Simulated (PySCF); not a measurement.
**Broadened absorption spectrum of methoxymethyl acetate**

Compound: methoxymethyl acetate, C4H8O3.
SMILES: `O=C(OCOC)C`

The calculation used PySCF 2.14.0, density-fitted response routines, TDDFT PBE0/def2-SVPD, vertical, gas phase, core orbitals frozen in the response. One conformer (not necessarily the lowest) at the GFN2-xTB geometry, without solvent, vibrations or thermal averaging. Torsions of this conformer, `[CH3:1][O:2][CH2:3][O:4][C:5]([CH3:6])=[O:7]`: C1–O2–C3–O4 -69°, O2–C3–O4–C5 -178°, C3–O4–C5–C6 179°.

Computed states:

| state | E (eV) | f |
| --- | --- | --- |
| S1 | 5.91 | 0.0011 |
| S2 | 7.44 | 0.012 |
| S3 | 7.47 | 0.0066 |
| S4 | 7.86 | 0.034 |
| S5 | 8.01 | 0.122 |
| S6 | 8.22 | 0.0031 |

Broadening: Gaussians 0.25 eV wide at half height, area fixed by f = 4.319×10⁻⁹ ∫ε dν̃. The cross-section is σ = 3.8235×10⁻²¹ ε cm², given in Mb (10⁻¹⁸ cm²). The width is an assumption, not a result. The curve ends short of the highest state used, and states not computed would add to its high-energy end.

(1) Give the broadened spectrum and its maxima.

(2) On this curve, what absorbance would a 10⁻⁴ mol/L sample give at 222 nm over a 1 cm path?

(3) Coming from long wavelengths, where does ε first pass 100 L mol⁻¹ cm⁻¹?

Answers

(1) 
λ (nm), σ (Mb) and a bar:
```
    162.7       3.27 ##############
    165.4       6.93 ##############################
    168.0       5.96 ##########################
    170.7       1.57 #######
    173.4       0.14 #
    176.0       0.01 
    178.7       0.00 
    181.3       0.00 
    184.0       0.00 
    186.7       0.00 
    189.3       0.00 
    192.0       0.00 
    194.7       0.00 
    197.3       0.00 
    200.0       0.01 
    202.7       0.07 
    205.3       0.22 #
    208.0       0.40 ##
    210.7       0.44 ##
    213.3       0.29 #
    216.0       0.12 #
    218.6       0.04 
    221.3       0.01 
    224.0       0.00
```

Maxima: 210 nm (5.91 eV), ε about 120, made up of S1 (100%); 166 nm (7.45 eV), ε about 2000, made up of S2 (64%) and S3 (36%) (ε in L mol⁻¹ cm⁻¹; maxima over ε = 5, shares over 10%).

(2) 222 nm is 5.585 eV, where ε is about 1.1 L mol⁻¹ cm⁻¹, so A = ε c l ≈ 0.00011 (Beer–Lambert, with the gas-phase spectrum and the assumed width).

(3) At about 212 nm (5.85 eV), 0.06 eV below S1.
